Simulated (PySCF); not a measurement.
## Correlation energy of Kr⁺ (krypton, charge +1)

[Ar] 3d10 4s2 4p5, 2P determinant. Calculation: PySCF 2.14, in x2c-TZVPall (6s5p4d1f, 48 functions); scalar relativity by spin-free X2C-1e. Frozen: [Ar] 3d10; 7 electrons correlated.

MP2 pair energies summed by pair of shells (mhartree):

| pair | energy | share (%) |
| --- | --- | --- |
| 4p-4p | -85.52 | 62.1 |
| 4s-4p | -44.44 | 32.3 |
| 4s-4s | -7.77 | 5.6 |

Total MP2 correlation energy: -137.74 mhartree.

Same-spin part -31.29 and opposite-spin part -106.45 mhartree; SCS-MP2 scales them by 1/3 and 6/5 to -138.17 mhartree.

```
  level  correlation energy (mhartree)
   CCSD                        -157.43
    (T)                          -4.04
CCSD(T)                        -161.47
```

Diagnostics: T1 = 0.0054, D1 = 0.0184, largest double amplitude 0.045.

Cost of the coupled-cluster step: 0.58 s of wall time on 1 thread of AMD EPYC 7B13 (shared host), for 7 correlated electrons.

Iterations:

```
CC2 = 0
CCSD nocc = (np.int64(4), np.int64(3)), nmo = (34, 34)
frozen orbitals [[0, 1, 2, 3, 4, 5, 6, 7, 8, 9, 10, 11, 12, 13], [0, 1, 2, 3, 4, 5, 6, 7, 8, 9, 10, 11, 12, 13]]
max_cycle = 100
direct = 0
conv_tol = 1e-08
conv_tol_normt = 1e-06
diis_space = 8
diis_start_cycle = 0
Init t2, MP2 energy = -0.137739930143208
Init E_corr(UCCSD) = -0.137739930143893
cycle = 1  E_corr(UCCSD) = -0.153308226681534  dE = -0.0155682965  norm(t1,t2) = 0.0335176
cycle = 2  E_corr(UCCSD) = -0.156314459875032  dE = -0.00300623319  norm(t1,t2) = 0.0098782
cycle = 3  E_corr(UCCSD) = -0.157476891276437  dE = -0.0011624314  norm(t1,t2) = 0.00366527
cycle = 4  E_corr(UCCSD) = -0.157431873796364  dE = 4.50174801e-05  norm(t1,t2) = 0.000417001
cycle = 5  E_corr(UCCSD) = -0.157432071996417  dE = -1.98200053e-07  norm(t1,t2) = 5.96414e-05
cycle = 6  E_corr(UCCSD) = -0.157432476579037  dE = -4.0458262e-07  norm(t1,t2) = 1.18824e-05
cycle = 7  E_corr(UCCSD) = -0.157432437852313  dE = 3.87267242e-08  norm(t1,t2) = 2.89421e-06
cycle = 8  E_corr(UCCSD) = -0.157432437934926  dE = -8.26131108e-11  norm(t1,t2) = 7.35866e-07
UCCSD converged
E(UCCSD) = -2787.856844878721  E_corr = -0.1574324379349259
UCCSD(T) correction = -0.00404499616590512
```
